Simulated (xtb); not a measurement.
xtb input (GFN2-xTB):

```bash
xtb mol.xyz --gfn 2 --sp --chrg -1 --uhf 0
```
mol.xyz:
```
3

S     -0.92033396     0.01263961     0.45810799
S      0.82388438     0.04083510    -0.47353801
H      1.54319333    -0.85559544     0.24688016
```

Output:

```
           -------------------------------------------------
          |                Calculation Setup                |
           -------------------------------------------------

           -------------------------------------------------
          |                 G F N 2 - x T B                 |
           -------------------------------------------------

        Reference                      10.1021/acs.jctc.8b01176
      * Hamiltonian:
        H0-scaling (s, p, d)           1.850000    2.230000    2.230000
        zeta-weighting                 0.500000
      * Dispersion:
        s8                             2.700000
        a1                             0.520000
        a2                             5.000000
        s9                             5.000000
      * Repulsion:
        kExp                           1.500000    1.000000
        rExp                           1.000000
      * Coulomb:
        alpha                          2.000000
        third order                    shell-resolved
        anisotropic                    true
        a3                             3.000000
        a5                             4.000000
        cn-shift                       1.200000
        cn-exp                         4.000000
        max-rad                        5.000000

          ...................................................
          :                      SETUP                      :
          :.................................................:
          :  # basis functions                  21          :
          :  # atomic orbitals                  19          :
          :  # shells                            7          :
          :  # electrons                        14          :
          :  max. iterations                   250          :
          :  Hamiltonian                  GFN2-xTB          :
          :  restarted?                      false          :
          :  GBSA solvation                  false          :
          :  PC potential                    false          :
          :  electronic temp.          300.0000000     K    :
          :  accuracy                    1.0000000          :
          :  -> integral cutoff          0.2500000E+02      :
          :  -> integral neglect         0.1000000E-07      :
          :  -> SCF convergence          0.1000000E-05 Eh   :
          :  -> wf. convergence          0.1000000E-03 e    :
          :  Broyden damping             0.4000000          :
          :  net charge                         -1          :
          :  unpaired electrons                  0          :
          ...................................................

 iter      E             dE          RMSdq      gap      omega  full diag
   1     -7.2383021 -0.723830E+01  0.112E+01    3.45       0.0  T
   2     -7.2496256 -0.113235E-01  0.521E+00    2.99       1.0  T
   3     -7.2509725 -0.134690E-02  0.118E+00    2.71       1.0  T
   4     -7.2510153 -0.428002E-04  0.399E-01    2.70       1.0  T
   5     -7.2510209 -0.566177E-05  0.105E-01    2.69       1.0  T
   6     -7.2510221 -0.118466E-05  0.533E-02    2.70       1.1  T
   7     -7.2510227 -0.601625E-06  0.281E-02    2.70       2.1  T
   8     -7.2510228 -0.122950E-06  0.664E-03    2.70       8.7  T
   9     -7.2510229 -0.508415E-08  0.159E-03    2.70      36.4  T
  10     -7.2510229 -0.809918E-09  0.572E-04    2.70     100.9  T
  11     -7.2510229 -0.315925E-10  0.168E-04    2.70     343.4  T

   *** convergence criteria satisfied after 11 iterations ***

         #    Occupation            Energy/Eh            Energy/eV
      -------------------------------------------------------------
         1        2.0000           -0.5120407             -13.9333
         2        2.0000           -0.4582585             -12.4698
         3        2.0000           -0.3093983              -8.4192
         4        2.0000           -0.2487937              -6.7700
         5        2.0000           -0.2106010              -5.7307
         6        2.0000           -0.1373172              -3.7366
         7        2.0000           -0.1160325              -3.1574 (HOMO)
         8                         -0.0169292              -0.4607 (LUMO)
         9                          0.0281249               0.7653
        10                          0.1692294               4.6050
        11                          0.1830479               4.9810
        12                          0.1959428               5.3319
       ...                                ...                  ...
        19                          0.8228193              22.3901
      -------------------------------------------------------------
                  HL-Gap            0.0991033 Eh            2.6967 eV
             Fermi-level           -0.0664809 Eh           -1.8090 eV

 SCC (total)                   0 d,  0 h,  0 min,  0.003 sec
 SCC setup                      ...        0 min,  0.000 sec (  2.228%)
 Dispersion                     ...        0 min,  0.000 sec (  0.541%)
 classical contributions        ...        0 min,  0.000 sec (  0.398%)
 integral evaluation            ...        0 min,  0.001 sec ( 23.875%)
 iterations                     ...        0 min,  0.002 sec ( 51.086%)
 molecular gradient             ...        0 min,  0.001 sec ( 18.528%)
 printout                       ...        0 min,  0.000 sec (  3.036%)

         :::::::::::::::::::::::::::::::::::::::::::::::::::::
         ::                     SUMMARY                     ::
         :::::::::::::::::::::::::::::::::::::::::::::::::::::
         :: total energy              -7.233993577557 Eh    ::
         :: gradient norm              0.027389181039 Eh/a0 ::
         :: HOMO-LUMO gap              2.696738388246 eV    ::
         ::.................................................::
         :: SCC energy                -7.251022848751 Eh    ::
         :: -> isotropic ES            0.131834327250 Eh    ::
         :: -> anisotropic ES         -0.007286280126 Eh    ::
         :: -> anisotropic XC          0.007196235783 Eh    ::
         :: -> dispersion             -0.001485105288 Eh    ::
         :: repulsion energy           0.017029271194 Eh    ::
         :: add. restraining           0.000000000000 Eh    ::
         :: total charge              -1.000000000000 e     ::
         :::::::::::::::::::::::::::::::::::::::::::::::::::::

           -------------------------------------------------
          |                Property Printout                |
           -------------------------------------------------

    * Orbital Energies and Occupations

         #    Occupation            Energy/Eh            Energy/eV
      -------------------------------------------------------------
         1        2.0000           -0.5120407             -13.9333
         2        2.0000           -0.4582585             -12.4698
         3        2.0000           -0.3093983              -8.4192
         4        2.0000           -0.2487937              -6.7700
         5        2.0000           -0.2106010              -5.7307
         6        2.0000           -0.1373172              -3.7366
         7        2.0000           -0.1160325              -3.1574 (HOMO)
         8                         -0.0169292              -0.4607 (LUMO)
         9                          0.0281249               0.7653
        10                          0.1692294               4.6050
        11                          0.1830479               4.9810
        12                          0.1959428               5.3319
        13                          0.2270389               6.1780
        14                          0.2375559               6.4642
        15                          0.2378509               6.4723
Note: The following floating-point exceptions are signalling: IEEE_DENORMAL
normal termination of xtb
        16                          0.2815703               7.6619
        17                          0.2870118               7.8100
        18                          0.5455612              14.8455
        19                          0.8228193              22.3901
      -------------------------------------------------------------
                  HL-Gap            0.0991033 Eh            2.6967 eV
             Fermi-level           -0.0664809 Eh           -1.8090 eV

     #   Z          covCN         q      C6AA      α(0)
     1  16 S        0.979    -0.699   171.531    22.152
     2  16 S        1.900    -0.393   158.408    21.183
     3   1 H        0.921     0.092     1.859     2.132

 Mol. C6AA /au·bohr⁶  :        731.377125
 Mol. C8AA /au·bohr⁸  :      34038.817488
 Mol. α(0) /au        :         45.467663

Wiberg/Mayer (AO) data.
largest (>0.10) Wiberg bond orders for each atom

 ---------------------------------------------------------------------------
     #   Z sym  total        # sym  WBO       # sym  WBO       # sym  WBO
 ---------------------------------------------------------------------------
     1  16 S    1.435 --     2 S    1.391
     2  16 S    2.339 --     1 S    1.391     3 H    0.948
     3   1 H    0.992 --     2 S    0.948
 ---------------------------------------------------------------------------

Topologies differ in total number of bonds
Writing topology from bond orders to xtbtopo.mol

molecular dipole:
                 x           y           z       tot (Debye)
 q only:        0.871      -0.196      -0.210
   full:        1.045      -0.305      -0.167       2.798
molecular quadrupole (traceless):
                xx          xy          yy          xz          yz          zz
 q only:       -1.993      -0.679       1.789       2.588      -0.085       0.204
  q+dip:       -4.243      -1.180       3.721       5.266      -0.021       0.521
   full:       -3.355      -1.536       3.096       4.639      -0.507       0.259

           -------------------------------------------------
          | TOTAL ENERGY               -7.233993577557 Eh   |
          | GRADIENT NORM               0.027389181039 Eh/α |
          | HOMO-LUMO GAP               2.696738388246 eV   |
           -------------------------------------------------

------------------------------------------------------------------------
------------------------------------------------------------------------
 total:
 SCF:
```

This state (charge -1, singlet) is run at the relaxed geometry of the species with charge 0 and multiplicity 2.
